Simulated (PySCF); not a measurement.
W (SMILES [W]), quintet (core potentials on W). Base run: PBE0/def2-TZVP in PySCF.

PySCF was given this input:
```python
from pyscf import gto, scf, dft

mol = gto.M(
    atom='''
W     0.00000000    0.00000000    0.00000000
''',
    basis='def2-tzvp',
    ecp={'W': 'def2-tzvp'},
    spin=4,
    verbose=4,
)

mf = dft.UKS(mol)
mf.xc = 'pbe0'
mf.kernel()
```

The base run was repeated with changes; each row names its change, and settings that it needs were set with it.

```tsv
change	ΔE vs base (mEh)	fitting functions	outcome
base	0.000	-	converged
auxbasis = cc-pvtz-jkfit	-	-	input refused
auxbasis = even-tempered beta=3.0	-32.379	180	converged
auxbasis = autoaux	0.000	294	converged
auxbasis = cc-pvqz-jkfit	-	-	input refused
only_dfj = on; auxbasis = def2-universal-jfit	-0.009	89	converged
auxbasis = def2-universal-jkfit	-0.004	227	converged
exchange = seminumerical (SGX) (with mf = sgx.sgx_fit(mf, auxbasis='def2-universal-jfit'); with mf.with_df.dfj = True)	-0.010	89	converged
auxbasis = def2-svp-ri	-	-	input refused
auxbasis = cc-pvtz-ri	-	-	input refused
```

A fitting set is made for a task (jfit for Coulomb, jkfit for Coulomb and exchange, ri for correlation) and for a family of orbital bases.

Open shells are given as the SCF converged; they aren't shown to be the lowest states, and a large step between rows can be another state.

- auxbasis = cc-pvtz-jkfit: ended with `pyscf.lib.exceptions.BasisNotFoundError: Basis set not found for W in cc-pvtz-jkfit`
- auxbasis = cc-pvqz-jkfit: ended with `pyscf.lib.exceptions.BasisNotFoundError: Basis set not found for W in cc-pvqz-jkfit`
- auxbasis = def2-svp-ri: ended with `pyscf.lib.exceptions.BasisNotFoundError: Basis set not found for W in def2-svp-ri`
